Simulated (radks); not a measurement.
In45+, configuration [He] 2s2. All-electron calculation, Dirac Kohn-Sham, PBEsol, spin-unpolarised, spherical densities, finite nucleus; Fermi nuclear charge, rms radius 4.6156 fm. Program: a radial shooting solver on a logarithmic mesh with Libxc functionals.

Spin-orbit splittings of the eigenvalues, e(l+1/2) - e(l-1/2), with zeta = 2 splitting/(2l+1) and mean radii in bohr:

| shell | occ. | splitting (eV) | zeta (eV) | <r> j=l-1/2 | <r> j=l+1/2 |
|---|---|---|---|---|---|
| 2p | 0 | 249.2 | 166.1 | 0.1006 | 0.1052 |
| 3d | 0 | ? | ? | 0.2244 | 0.2267 |

Estimate the 3d splitting.

Answer. 21.02 eV (zeta = 8.406 eV).
